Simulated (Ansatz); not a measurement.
The cluster Cu₃H₃⁺. The state is a doublet with charge 1. Geometry r2SCAN-D4/def2-SVP, basis def2-TZVP, Ansatz.

Cartesian coordinates in Å:
```
Cu -0.5796 0.1467 1.1051
Cu -0.7536 -0.4563 -1.1625
Cu 1.4045 0.2892 -0.1132
H -1.7923 -0.3560 0.1840
H 0.9220 0.5806 1.4979
H 0.7990 -0.2041 -1.5113
```

```csv
run,HOMO (eV),LUMO (eV)
A,-12.93,-10.01
B,-11.59,-10.83
C,-14.17,-8.94
D,-15.04,-8.30
E,-11.36,-10.88
F,-12.80,-10.13
```

No other spin state of charge 1 was run. The structure comes from a short search, and lower isomers may exist.

HOMO and LUMO are taken over both spins.

Q: The runs used BHLYP, PBE0, r2SCAN, r2SCAN0, revPBE, ωB97M-V. Estimate which is which.

A: A r2SCAN0 (25 % exact exchange); B r2SCAN (0 % exact exchange); C BHLYP (50 % exact exchange); D ωB97M-V (range-separated); E revPBE (0 % exact exchange); F PBE0 (25 % exact exchange). Exact exchange lowers occupied and raises empty levels; among semilocal functionals meta-GGAs tend to open the gap a little, and such runs are hard to tell apart. The gap grows from 0.49 eV (revPBE) to 6.74 eV (ωB97M-V).
